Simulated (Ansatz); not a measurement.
```yaml
crystal:
  periodic: [false, false, false]
  atoms:
    - {symbol: Ti, position_ang: [-0.432138, 1.042313, 0.487616]}
    - {symbol: Ti, position_ang: [0.539562, -0.988607, -0.427641]}
    - {symbol: O, position_ang: [0.907741, 0.959576, -0.482158]}
    - {symbol: O, position_ang: [-1.040141, 2.522616, 1.287527]}
    - {symbol: O, position_ang: [1.094861, -2.594164, -1.064952]}
    - {symbol: O, position_ang: [0.177917, -0.547904, 1.315175]}
    - {symbol: O, position_ang: [-1.133958, -0.386301, -0.825218]}
    - {symbol: H, position_ang: [0.835862, -3.349905, -1.578752]}
    - {symbol: H, position_ang: [-0.857882, 3.451035, 1.380876]}
basis:
  gaussian: {orbitals: def2-SVPD}
hamiltonian: {xc: {name: B2PLYP}}
scf: {omitted_lower_state_checks: [starts]}
```

```sh
$ ansatz run in.yaml --threads 4 --pin off --events-out ev --progress --plain --max-ram 4787MiB
```

It prints (some lines left out):

```
Functional definition: B2PLYP
1979 factors; integrals over basis functions are off by at most 1.1e-3 eV
mean field evaluation 1: about -56427.4522 eV, gradient 1.3e2 eV
mean field evaluation 2: about -56427.6957 eV, gradient 1.3e2 eV
mean field evaluation 4: about -56452.6370 eV, gradient 6.3e1 eV
mean field evaluation 8: about -56459.6249 eV, gradient 2.0e0 eV
mean field evaluation 16: about -56459.6862 eV, gradient 1.7e-2 eV
mean field -56459.68621836 eV, -2074.8551987750 hartree, gradient 5.6e-6 eV, S^2 0.000000; 0 other end points of the search recorded, 0 dependent functions left out
15 core orbitals not correlated: weight in the atoms' cores, before any rotation towards them, 1.000 or more for the frozen orbitals, at most 0.000 for the correlated occupied ones
reference -56459.68643182 eV, -2074.8552066196 hartree; 28, 28 occupied and 156, 156 virtual orbitals, 1979 factors
second order -60.60091664 eV of doubles, -0.00000000 eV of singles
Total energy: -56476.04867932 eV, -2075.4565081242 hartree
Checks for a lower state left out: starts
```

Run time 10 s (4 threads of Arm Neoverse V2 on a shared host), peak host memory 0.76 GiB.

Correlated methods freeze 15 core orbitals; core or outer-core shells of Ti are correlated, in sets that lack core-valence functions.
